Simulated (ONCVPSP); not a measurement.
**Scattering properties, ONCV potential for Cu (Z = 29)**

ONCVPSP 4.0.1 input, shortened (lines: element, Z, core and valence counts, functional; n l f; lmax; l rc ep ncon nbas qcut; lloc lpopt rc5 dvloc0; l nproj debl; icmod fcfact rcfact), PBE, scalar-relativistic:

```
  Cu 29.00    3    4        4      upf
    1    0    2.00
    2    0    2.00
    2    1    6.00
    3    0    2.00
    3    1    6.00
    3    2    9.00
    4    0    2.00
    2
    0    1.00    0.00    5    8   12.30
    1    1.05    0.00    4    7   10.40
    2    1.30    0.00    4    9   10.20
    4    4    1.00    4.00
    0    2    2.50
    1    2    1.40
    2    2    1.50
    3    5.75    1.05
```

In the p channel the program set the typed energies aside and used -2.841, 0.250 Ha.

The phase is arctan(r·R′/R) of the radial function R(r), unwrapped; energies in Ha, scanned from -6 to 5 Ha. A pole is an energy at which the radial function vanishes at the test radius. The pseudo phase is shifted by a multiple of π to meet the all-electron one at the reference energy, and phase errors are pseudo minus all-electron; the curves can meet again beyond the range given. Levels narrower than the energy grid can be missing from the lists of poles.

**Question.** For each channel, where are the poles, and over which energies does the pseudopotential scatter like the atom?

**Answer.**

| channel | radius (bohr) | reference energy (Ha) | poles, all-electron | poles, pseudo | unbroken range about the reference energy with phases within 0.05 rad | phase error 1 Ha above the reference energy (rad) |
| --- | --- | --- | --- | --- | --- | --- |
| s | 1.01 | -0.21 | -2.41 | -2.41 | the whole range | +0.000 |
| p | 1.06 | -2.84 | -1.16 | -1.16 | the whole range | -0.000 |
| d | 1.32 | -0.35 | 0.41 | 0.41 | the whole range | +0.000 |

Phases in the s channel:

```tsv
E (Ha)	all-electron	pseudo
-5.96	-0.348	-0.348
-5.68	-0.606	-0.606
-5.40	-0.821	-0.820
-5.12	-0.989	-0.989
-4.84	-1.117	-1.117
-4.56	-1.217	-1.217
-4.28	-1.296	-1.296
-4.00	-1.359	-1.359
-3.72	-1.411	-1.411
-3.44	-1.454	-1.454
-3.16	-1.492	-1.492
-2.88	-1.524	-1.524
-2.60	-1.553	-1.553
-2.32	-1.579	-1.579
-2.04	-1.603	-1.603
-1.76	-1.625	-1.625
-1.48	-1.645	-1.645
-1.20	-1.665	-1.665
-0.92	-1.684	-1.684
-0.64	-1.702	-1.702
-0.36	-1.720	-1.720
-0.08	-1.738	-1.738
0.20	-1.756	-1.756
0.48	-1.775	-1.775
0.76	-1.794	-1.794
1.04	-1.813	-1.813
1.32	-1.834	-1.834
1.60	-1.856	-1.856
1.88	-1.879	-1.879
2.16	-1.904	-1.904
2.44	-1.931	-1.931
2.72	-1.961	-1.961
3.00	-1.994	-1.994
3.28	-2.031	-2.031
3.56	-2.074	-2.072
3.84	-2.122	-2.120
4.12	-2.177	-2.175
4.40	-2.241	-2.239
4.68	-2.317	-2.313
4.96	-2.406	-2.401
```
